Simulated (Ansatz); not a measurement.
Saddle point of InHBrCl₃, singlet (InCl₃ ([Cl][In]([Cl])[Cl]) + HBr → InBrCl₂ ([Cl][In]([Cl])[Br]) + HCl (still joined by a long In–Cl bond); bonds formed: Cl2–H5; dative contacts that become bonds: In1–Br6; bonds broken: H5–Br6; bonds weakened to dative contacts: In1–Cl2), PBE0-D4/def2-TZVP structure:

In1  (-0.631, -0.354, 0.119)
Cl2  (0.065, 1.914, -0.556)
Cl3  (-1.504, -1.567, -1.624)
Cl4  (-1.404, -0.437, 2.278)
H5  (1.415, 0.942, -0.309)
Br6  (2.060, -0.498, 0.092)
(Å)

Energies are electronic, without zero-point energy. Barriers and step energies count from the start structure reached by relaxing down the imaginary mode; all methods use the PBE0-D4 structures, on which another method's saddle can fall below an end. Program: Ansatz 0.2.0. Basis: def2-TZVPP, with def2-QZVPP for the basis limit. Cores are frozen in the correlated methods. Filled d shells of the heavier atoms are correlated. Core potentials replace the inner electrons of the atoms past krypton. The def2 sets are not built for correlating such inner shells, so the correlated values are less sure here. B3LYP uses VWN-RPA correlation. Extrapolation: Hartree–Fock as exp(−7.88 √X), correlation as X^−2.97.

| method | barrier (eV) | step energy (eV) |
| --- | --- | --- |
| SPW92 | -0.166 | -0.184 |
| PBE-D4 | 0.008 | -0.180 |
| BLYP-D4 | 0.119 | -0.174 |
| r2SCAN-D4 | 0.066 | -0.179 |
| B97M-V | 0.233 | -0.141 |
| PBE0-D4 | 0.116 | -0.189 |
| B3LYP-D4 | 0.197 | -0.182 |
| r2SCAN0-D4 | 0.150 | -0.190 |
| BHLYP-D4 | 0.329 | -0.191 |
| CAM-B3LYP-D4 | ? | -0.176 |
| wB97X-V | 0.289 | -0.173 |
| wB97M-V | ? | -0.183 |
| B2PLYP | ? | -0.184 |
| PBE-QIDH | 0.194 | -0.190 |
| RPA on PBE | 0.282 | -0.152 |
| HF | 0.652 | -0.200 |
| MP2 | 0.205 | -0.180 |
| CCSD | 0.366 | -0.170 |
| CCSD(T) | 0.282 | -0.169 |

(1) Fill in the withheld barriers. (An estimate is asked for; the value comes from the calculation.)

T1 diagnostic: at most 0.011.

Results:

(1) Computed: B2PLYP 0.228; CAM-B3LYP-D4 0.260; wB97M-V 0.270 eV. Each is the energy of the saddle less that of the start structure, by the same method.

For comparison, the barrier by CCSD(T) at an estimated basis limit (MP2 extrapolated from triple and quadruple zeta, plus CCSD(T) − MP2 in triple zeta) is 0.242 eV.

Labels in which every atom is bracketed show which atoms are joined, not bond orders.

For scale, one of the runs: CCSD(T)/def2-TZVPP, 238 basis functions, launched by `ansatz run in.yaml --threads 8 --pin off --events-out ev --progress --plain --max-ram 19148MiB`. Time: 3 min of wall clock on 8 CPU threads of an Arm Neoverse V1; the host was shared. Peak host memory: 4.6 GiB.
